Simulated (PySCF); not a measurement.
Compound: trimethylamine trifluoroborane, C₃H₉BF₃N.
Structure used (PBE0-D3(BJ)/def2-SVP), in Å, numbered top down from 1:
```xyz
17
C3H9BF3N angstrom
C     -0.163    1.598   -0.018
N      0.043    0.140   -0.009
C      1.365   -0.191    0.549
C     -0.097   -0.409   -1.368
B     -1.131   -0.555    0.964
F     -2.324   -0.192    0.391
F     -0.928   -0.010    2.206
F     -0.883   -1.903    0.907
H     -1.168    1.808   -0.404
H      0.595    2.088   -0.648
H     -0.097    1.969    1.011
H      1.464   -1.282    0.591
H      1.424    0.207    1.569
H      2.163    0.240   -0.074
H      0.658    0.030   -2.038
H     -1.106   -0.185   -1.734
H      0.026   -1.498   -1.320
```

Jobs on this species (17 atoms, 66 electrons) with PySCF (density fitting). Hardware of each: one thread, Arm Neoverse V1, shared host. The host was shared with other jobs, so the times are rough.

**Question.** Rank these jobs by wall time, shortest first.
A. KT2/pcSseg-1; shieldings; 181 basis functions
B. B3LYP/def2-SVPD; 10 singlets by full TDDFT, 4 Tamm–Dancoff triplets, polarisability, ΔSCF ions; 241 basis functions
C. B3LYP/pcJ-1; spin–spin couplings from 17 perturbed nuclei, spin–dipole term for 5 of them; 306 basis functions

**Answer.** A (35 s), C (2.1 min), B (4.9 min).

All jobs:

```csv
level and settings,work,basis functions,SCF cycles,wall time
PBE0/pcSseg-1,"shieldings, charges and field gradients",181,13,25 s
KT2/pcSseg-1,shieldings,181,14,35 s
"PBE0-D3(BJ)/def2-SVP, grid level 1",geometry optimisation from a GFN2-xTB start,157,31,56 s
B3LYP/pcJ-1,"spin–spin couplings from 17 perturbed nuclei, spin–dipole term for 5 of them",306,13,2.1 min
B3LYP/def2-SVPD,"10 singlets by full TDDFT, 4 Tamm–Dancoff triplets, polarisability, ΔSCF ions",241,13,4.9 min
```

**Question.** What do all jobs in the table cost together?

**Answer.** About 8.9 min; the longest takes about 55 % of that, and about 12 times as long as the shortest.
